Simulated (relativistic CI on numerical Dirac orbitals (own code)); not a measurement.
Eu²⁺ (4f7) in a crystal field

Calculated by Dirac-Coulomb-Breit CI, KLI orbitals optimised for each configuration, model QED (radiative potential, 1s self-energy scaled to tabulated hydrogen-like ionisation energies), valence Slater integrals scaled by 0.85, one configuration in a parametric crystal field (own radial code).

Field parameters in Wybourne normalisation. The field is a parameter set, without covalency.

S is read from ⟨S²⟩ = S(S + 1).

Powder χT (cm³ K mol⁻¹) by Van Vleck's formula, with temperature-independent terms:

| Field | 2 K | 5 K | 10 K | 20 K | 50 K | 100 K | 200 K | 300 K |
| --- | --- | --- | --- | --- | --- | --- | --- | --- |
| C2v, B20 = 340, B22 = 220, B40 = 370, B42 = 90, B44 = 270, B60 = 160, B62 = 120, B64 = 90, B66 = 420 cm⁻¹ | 7.84 | 7.84 | 7.84 | 7.84 | 7.84 | 7.84 | 7.84 | 7.84 |
| D4h, B20 = 1260, B40 = 390, B44 = -320, B60 = 220, B64 = 590 cm⁻¹ | 7.82 | 7.84 | 7.84 | 7.84 | 7.84 | 7.84 | 7.84 | 7.84 |

**Question.** For D4h, B20 = 1260, B40 = 390, B44 = -320, B60 = 220, B64 = 590 cm⁻¹: what effective moment follows at 300 K?

**Answer.** μ_eff = √(8χT) = 7.92 μB. The LS value g√(J(J + 1)) of the free ion's 8S°_7/2 level is 7.94 μB.
